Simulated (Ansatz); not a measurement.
The cluster Ga4P4, relaxed as a singlet with RKS PBE0-D4/def2-SVP in Ansatz, starting from the GFN1-xTB geometry. Force threshold 0.02 eV/Å.

Another isomer (singlet) lies 0.30 eV lower at PBE0-D4/def2-TZVP; other spin states weren't run for this one.

Start:

```xyz
8

Ga   -0.247    0.630   -2.955
Ga   -1.004   -2.381    0.066
Ga    2.423    0.893    0.406
Ga   -1.297    1.240    0.901
P    -1.769   -0.099   -1.000
P     0.536   -0.437   -0.929
P     0.593    1.080    2.233
P     0.766   -0.925    1.279
```

```json
{"step": "1", "energy (eV)": "-246591.0024", "largest force component (eV/Å)": "0.581", "SCF passes": "21"}
{"step": "2", "energy (eV)": "-246591.1655", "largest force component (eV/Å)": "0.474", "SCF passes": "24"}
{"step": "3", "energy (eV)": "-246591.2373", "largest force component (eV/Å)": "0.206", "SCF passes": "23"}
{"step": "4", "energy (eV)": "-246591.2667", "largest force component (eV/Å)": "0.202", "SCF passes": "23"}
{"step": "5", "energy (eV)": "-246591.2847", "largest force component (eV/Å)": "0.183", "SCF passes": "23"}
{"step": "6", "energy (eV)": "-246591.2909", "largest force component (eV/Å)": "0.156", "SCF passes": "24"}
{"step": "7", "energy (eV)": "-246591.2934", "largest force component (eV/Å)": "0.080", "SCF passes": "23"}
{"step": "8", "energy (eV)": "-246591.2954", "largest force component (eV/Å)": "0.012", "SCF passes": "25"}
{"step": "9", "energy (eV)": "-246591.2957", "largest force component (eV/Å)": "0.014", "SCF passes": "24"}
{"step": "10", "energy (eV)": "-246591.2958", "largest force component (eV/Å)": "0.013", "SCF passes": "24"}
{"step": "11", "energy (eV)": "-246591.2960", "largest force component (eV/Å)": "0.006", "SCF passes": "24"}
```

Force components are those of the run's own axes.

End:

Cartesian coordinates in Å:
```
Ga -0.213 1.125 -2.650
Ga -1.122 -2.520 0.230
Ga 2.512 0.920 0.449
Ga -1.104 1.019 0.655
P -1.833 -0.218 -1.098
P 0.408 -0.797 -0.974
P 0.532 1.305 2.103
P 0.819 -0.834 1.286
```

Bonds lost: Ga3–P6 (atoms count from 1). Bonds formed: Ga4–P8 (atoms count from 1).

The force fell under the threshold at step 8, but the optimiser went on. No frequencies were taken in this run, so the end may be a saddle point.

It took 1.8 min on 4 threads of Arm Neoverse V2 on a shared host, peak host memory 0.91 GiB.
